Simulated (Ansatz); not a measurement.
A structure drawn as `[OH][Al]([SiH3])[Br]`, with this starting geometry:

Cartesian coordinates in Å:
```
O 0.3599 -1.1399 -2.0209
Al 0.6212 -0.7402 -0.2392
Si -0.4655 1.1151 0.6891
Br 2.0497 -2.0126 1.0468
H -0.4159 -1.8190 -1.9796
H -1.3354 0.7037 1.7880
H -1.3227 1.7817 -0.3885
H 0.5088 2.1111 1.1043
```

The species carries charge 0 and has multiplicity 1.

Does it keep its bonds when Ansatz relaxes it at PBE-D4/def2-SVP and then PBE0-D4/def2-TZVP?

Yes, every drawn bond is still there and no new one forms.

Give the relaxed structure. (Best estimate.)

The calculation gave: 
Z-matrix (Å, degrees):
```
Si
Al 1 2.432
H 1 1.487 2 111.9
H 1 1.488 2 109.8 3 -120.9
H 1 1.489 2 109.7 3 120.6
Br 2 2.266 1 120.7 3 175.0
O 2 1.687 1 120.7 3 -5.2
H 7 0.957 2 124.0 1 -179.6
```
All modes are real.

Atoms count as bonded under 1.1 times the sum of their covalent radii (H–H under 0.85 Å, pairs among N, O and F under 1.55 Å), and a drawn bond as lost past 1.3 times.
